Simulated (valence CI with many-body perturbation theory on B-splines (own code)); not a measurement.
Forbidden lines of La³⁴⁺

Level of theory: valence CI with perturbative core correlation (CI+MBPT): five valence electrons over a frozen Dirac-Fock core [Ar], a basis of 7 s, 7 p, 8 d, 6 f, 4 g, 1 h functions for each j, with the one-electron correlation potential Σ1 (screened to all orders), the two-electron term Σ2, the three-electron term Σ3, Breit, model QED; selected single and double excitations, second order for the rest, scaled by the run's own slope (own B-spline code, finite nucleus).

No measured spectrum was set against this ion. As an estimate, large intervals hold to a few tenths of a per cent, small ones and those within an open d or f shell to about a per cent. Only levels of the ground parity were solved; by the run's estimate the other parity begins above the list, which can be wrong where configurations are misplaced.

Lines 1 to 50 of 120 in falling wavelength, among levels below 791000 cm⁻¹, chosen from the decays that carry over 1 % of a level's rate. Wavelengths and rates use the calculated energies. Electric multipoles are in the length gauge, E1 and E2 with the static RPA response of the core. S is in atomic units (e²a₀⁴ for E2 and M2, e²a₀⁶ for E3), for M1 in squared Bohr magnetons. Weak lines are less certain than strong ones. Lines between different terms over intervals too small for the method are left out, as are lines whose strength nearly cancels.

Levels are named by their leading jj configuration (3d3/2^4 stands for four electrons in 3d with j = 3/2), which in mixed levels can hold well under half, so a name can repeat and another be missing. Letters in brackets count levels of one name in rising energy.

```
λ vac (nm)                        Upper                        Lower  Type   A (s⁻¹)  S (a.u.)
      1061     (3d3/2^3 3d5/2^2) J=11/2  (3d3/2^3 3d5/2^2) J=7/2 [a]    E2  6.40e-08  9.23e-05
     469.9      (3d3/2^3 3d5/2^2) J=9/2     (3d3/2^3 3d5/2^2) J=11/2    M1  1.39e+02  5.34e+00
     344.9     (3d3/2^2 3d5/2^3) J=13/2     (3d3/2^2 3d5/2^3) J=11/2    M1  1.72e+02  3.66e+00
     325.7      (3d3/2^3 3d5/2^2) J=9/2  (3d3/2^3 3d5/2^2) J=7/2 [a]    M1  4.61e+02  5.90e+00
     306.5  (3d3/2^3 3d5/2^2) J=5/2 [b]  (3d3/2^3 3d5/2^2) J=3/2 [a]    M1  4.13e+02  2.64e+00
     251.8  (3d3/2^3 3d5/2^2) J=7/2 [b]  (3d3/2^3 3d5/2^2) J=5/2 [b]    M1  6.71e+02  3.17e+00
     236.7      (3d3/2^3 3d5/2^2) J=1/2  (3d3/2^3 3d5/2^2) J=3/2 [a]    M1  2.64e+03  2.60e+00
     228.3  (3d3/2^2 3d5/2^3) J=7/2 [b]  (3d3/2^2 3d5/2^3) J=5/2 [b]    M1  3.89e+02  1.37e+00
     181.3  (3d3/2^2 3d5/2^3) J=5/2 [b]  (3d3/2^3 3d5/2^2) J=3/2 [b]    M1  1.33e+03  1.77e+00
     148.2  (3d3/2^3 3d5/2^2) J=7/2 [a]  (3d3/2^3 3d5/2^2) J=5/2 [a]    M1  4.50e+03  4.34e+00
     144.9  (3d3/2^2 3d5/2^3) J=3/2 [a]  (3d3/2^2 3d5/2^3) J=5/2 [a]    M1  3.60e+03  1.63e+00
     136.2  (3d3/2^3 3d5/2^2) J=3/2 [a]  (3d3/2^3 3d5/2^2) J=5/2 [a]    M1  1.22e+03  4.56e-01
     132.3  (3d3/2^2 3d5/2^3) J=7/2 [b]  (3d3/2^2 3d5/2^3) J=9/2 [a]    M1  6.06e+02  4.16e-01
     127.7  (3d3/2^3 3d5/2^2) J=7/2 [b]  (3d3/2^3 3d5/2^2) J=7/2 [a]    M1  2.08e+03  1.29e+00
     127.5  (3d3/2^2 3d5/2^3) J=9/2 [a]  (3d3/2^3 3d5/2^2) J=7/2 [b]    M1  3.94e+03  3.03e+00
     119.2  (3d3/2^2 3d5/2^3) J=9/2 [c]  (3d3/2^2 3d5/2^3) J=7/2 [b]    M1  1.25e+03  7.85e-01
     118.2  (3d3/2^2 3d5/2^3) J=3/2 [b]  (3d3/2^2 3d5/2^3) J=3/2 [a]    M1  2.49e+03  6.10e-01
     117.4  (3d3/2^3 3d5/2^2) J=3/2 [b]      (3d3/2^3 3d5/2^2) J=1/2    M1  1.09e+03  2.62e-01
     105.5  (3d3/2^3 3d5/2^2) J=3/2 [b]  (3d3/2^3 3d5/2^2) J=5/2 [b]    M1  2.76e+03  4.81e-01
     104.2  (3d3/2^2 3d5/2^3) J=7/2 [b]  (3d3/2^2 3d5/2^3) J=7/2 [a]    M1  3.13e+03  1.05e+00
     102.3  (3d3/2^2 3d5/2^3) J=9/2 [c]  (3d3/2^2 3d5/2^3) J=9/2 [b]    M1  1.02e+04  4.07e+00
     102.2  (3d3/2^2 3d5/2^3) J=7/2 [a]  (3d3/2^3 3d5/2^2) J=5/2 [b]    M1  9.56e+03  3.03e+00
     100.3    (3d3/2 3d5/2^4) J=7/2 [a]  (3d3/2^2 3d5/2^3) J=5/2 [c]    M1  6.50e+03  1.94e+00
     97.08  (3d3/2^2 3d5/2^3) J=5/2 [c]  (3d3/2^2 3d5/2^3) J=7/2 [a]    M1  3.67e+03  7.47e-01
     95.20  (3d3/2^2 3d5/2^3) J=5/2 [a]  (3d3/2^3 3d5/2^2) J=7/2 [a]    M1  1.26e+04  2.43e+00
     94.95  (3d3/2^2 3d5/2^3) J=1/2 [b]  (3d3/2^2 3d5/2^3) J=3/2 [a]    M1  6.65e+03  4.22e-01
     94.63  (3d3/2^2 3d5/2^3) J=7/2 [a]      (3d3/2^3 3d5/2^2) J=9/2    M1  1.68e+04  4.21e+00
     94.30  (3d3/2^2 3d5/2^3) J=5/2 [c]  (3d3/2^3 3d5/2^2) J=3/2 [b]    M1  1.24e+04  2.31e+00
     94.29  (3d3/2^3 3d5/2^2) J=5/2 [b]  (3d3/2^3 3d5/2^2) J=5/2 [a]    M1  2.72e+04  5.07e+00
     90.74  (3d3/2^2 3d5/2^3) J=5/2 [b]  (3d3/2^3 3d5/2^2) J=7/2 [b]    M1  6.94e+03  1.15e+00
     90.71  (3d3/2^3 3d5/2^2) J=5/2 [a]        (3d3/2^4 3d5/2) J=5/2    M1  4.60e+04  7.64e+00
     89.40     (3d3/2^2 3d5/2^3) J=11/2      (3d3/2^3 3d5/2^2) J=9/2    M1  6.38e+03  2.03e+00
     85.94  (3d3/2^2 3d5/2^3) J=1/2 [a]      (3d3/2^3 3d5/2^2) J=1/2    M1  3.54e+04  1.67e+00
     84.25    (3d3/2 3d5/2^4) J=5/2 [a]  (3d3/2^2 3d5/2^3) J=3/2 [a]    M1  1.36e+04  1.80e+00
     82.90    (3d3/2 3d5/2^4) J=7/2 [a]  (3d3/2^2 3d5/2^3) J=9/2 [b]    M1  9.76e+03  1.65e+00
     79.78  (3d3/2^2 3d5/2^3) J=3/2 [b]  (3d3/2^3 3d5/2^2) J=3/2 [b]    M1  8.22e+02  6.19e-02
     79.66    (3d3/2 3d5/2^4) J=3/2 [a]  (3d3/2^2 3d5/2^3) J=5/2 [c]    M1  7.10e+03  5.32e-01
     79.44  (3d3/2^2 3d5/2^3) J=3/2 [a]      (3d3/2^3 3d5/2^2) J=1/2    M1  4.47e+03  3.32e-01
     78.49  (3d3/2^3 3d5/2^2) J=3/2 [b]  (3d3/2^3 3d5/2^2) J=3/2 [a]    M1  4.70e+03  3.37e-01
     75.58       (3d3/2 3d5/2^4) J=11/2  (3d3/2^2 3d5/2^3) J=9/2 [b]    M1  9.25e+03  1.78e+00
     75.11     (3d3/2^2 3d5/2^3) J=11/2     (3d3/2^3 3d5/2^2) J=11/2    M1  3.89e+04  7.34e+00
     74.44  (3d3/2^2 3d5/2^3) J=5/2 [c]  (3d3/2^2 3d5/2^3) J=5/2 [a]    M1  4.94e+03  4.53e-01
     73.80  (3d3/2^2 3d5/2^3) J=3/2 [a]  (3d3/2^3 3d5/2^2) J=5/2 [b]    M1  1.41e+04  8.39e-01
     73.33  (3d3/2^2 3d5/2^3) J=7/2 [a]  (3d3/2^3 3d5/2^2) J=7/2 [a]    M1  2.03e+04  2.37e+00
     71.35  (3d3/2^2 3d5/2^3) J=9/2 [b]  (3d3/2^3 3d5/2^2) J=7/2 [b]    M1  8.44e+03  1.14e+00
     67.90  (3d3/2^2 3d5/2^3) J=9/2 [a]     (3d3/2^3 3d5/2^2) J=11/2    M1  1.61e+04  1.86e+00
     66.70  (3d3/2^2 3d5/2^3) J=5/2 [b]  (3d3/2^3 3d5/2^2) J=5/2 [b]    M1  4.56e+04  3.01e+00
     66.41    (3d3/2 3d5/2^4) J=7/2 [a]  (3d3/2^2 3d5/2^3) J=5/2 [b]    M1  2.76e+04  2.40e+00
     65.08  (3d3/2^2 3d5/2^3) J=3/2 [b]  (3d3/2^2 3d5/2^3) J=5/2 [a]    M1  8.76e+03  3.58e-01
     64.93  (3d3/2^2 3d5/2^3) J=7/2 [b]  (3d3/2^3 3d5/2^2) J=7/2 [b]    M1  6.48e+03  5.26e-01
```
